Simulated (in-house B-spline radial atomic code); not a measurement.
Results of a calculation; reference values are marked as such.
## Stopping of slow ions oscillates with Z: Al to Ti at r_s = 2.67

A nucleus sits in a uniform electron gas with a rigid positive background. The Kohn-Sham equations are solved self-consistently in the spin-unpolarised LDA (PW92), non-relativistic, on B-splines with outgoing waves at the boundary and partial waves to l = 8. The model has no lattice, no bands and no magnetic solution. Atomic units; δ_l are the phase shifts at the Fermi level, counted so that each bound state adds π, and good to about 0.0005. A narrow, partly filled d or f resonance in a thin gas would split by spin, so such rows rest on a solution that is probably unstable.

The density parameter is r_s = 2.67 bohr, near that of the valence electrons of Cu (1 per atom, density 8.96 g/cm³, mass 63.55 u, which gives r_s = 2.67). The friction coefficient Q = n k_F σ_tr gives dE/dx = Q v for slow ions.

| ion | δ0/π | δ1/π | δ2/π | δ3/π | σ_tr (bohr²) | Q (a.u.) |
| --- | --- | --- | --- | --- | --- | --- |
| Al | 2.244 | 1.320 | 0.053 | 0.004 | 29.98 | 0.2702 |
| Si | 2.349 | 1.445 | 0.055 | 0.005 | 47.05 | 0.4242 |
| P | 2.440 | 1.569 | 0.061 | 0.006 | 54.62 | 0.4924 |
| S | 2.524 | 1.682 | 0.075 | 0.007 | 52.14 | 0.4700 |
| Cl | 2.610 | 1.783 | 0.098 | 0.007 | 46.23 | 0.4167 |
| Ar | 2.697 | 1.868 | 0.131 | 0.006 | 43.47 | 0.3919 |
| K | 2.777 | 1.935 | 0.180 | 0.003 | 49.41 | 0.4455 |
| Ca | 2.838 | 1.978 | 0.248 | -0.001 | 68.25 | 0.6153 |
| Sc | 2.878 | 1.999 | 0.332 | -0.004 | 95.12 | 0.8575 |
| Ti | 2.906 | 2.010 | 0.423 | -0.006 | 116.95 | 1.0543 |

Problem. Where are the largest and smallest frictions, and what do the phase shifts say there?

Solution. Largest: Ti, Q = 1.0543; smallest: Al, Q = 0.2702, a ratio of 3.9. For the largest δ2/π = 0.42; it lies at the edge of the table, which can't show whether it is a peak. For the smallest, which lies at the edge of the table, the differences δ_l − δ_(l+1), measured from the nearest multiple of π, are 0.08π, 0.27π, 0.05π; σ_tr grows with the sines of these.

Problem. At equal speed, Lindhard and Scharff's formula, with silicon as an example target, scales as Z^(7/6)/(Z^(2/3) + 14^(2/3))^(3/2). How does its rise from the first ion to the last compare?

Solution. It rises smoothly by 0.7294/0.5222 = 1.40, while Q changes by 1.054/0.270 = 3.90. The statistical formula averages over shells, so it can't show the oscillation.
